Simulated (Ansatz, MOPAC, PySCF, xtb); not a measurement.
Lewis adduct: AlH3 (SMILES [AlH3]) (first 4 atoms) with C2H6O (SMILES COC); geometry from B3LYP-D3(BJ)/def2-TZVP, rigid monomers moved along the line of their centres of mass till Al1···O6 is 3.57 Å.
(charge 0, multiplicity 1):
```xyz
13

Al     0.07527    -0.21232     0.65209
H     -1.44493    -0.37966     0.19925
H      0.73711     1.20981     0.36305
H      1.01513    -1.50009     0.62713
C      0.21876    -0.87371     5.14891
O     -0.35847     0.01882     4.18891
C     -1.15986     1.06123     4.75699
H     -0.57475    -1.36559     5.71482
H      0.86959    -0.31433     5.82373
H      0.79367    -1.60572     4.59050
H     -1.99303     0.62368     5.30967
H     -1.53609     1.66293     3.93454
H     -0.54698     1.67623     5.41821
```

Interaction energies are E(AB) − E(A) − E(B) at the monomers' geometry in the complex; basis-set methods are counterpoise corrected. Rows marked so take none.

Rows in 6-31G* carry no dispersion term and start afresh at each structure (6-31G* with six Cartesian d functions). MP2/6-31G* freezes PySCF's default core. The state reached by PM7 isn't checked; PM7 holds dispersion and hydrogen-bond terms.

Codes used: Ansatz (a quantum-chemistry and plane-wave program); MOPAC for PM7 (differences of heats of formation); PySCF for 6-31G* rows; xtb for the GFN methods. Values without a source in brackets are computed.

**Question.** One of these levels gives 20.4 meV for the interaction energy. Which?
A. MP2/6-31G* (no counterpoise)
B. PM7
C. PBE/def2-TZVPPD
D. GFN1-xTB

**Answer.** B, PM7. The others give -380.4 (GFN1-xTB), -196.7 (PBE/def2-TZVPPD), -289.3 (MP2/6-31G* (no counterpoise))
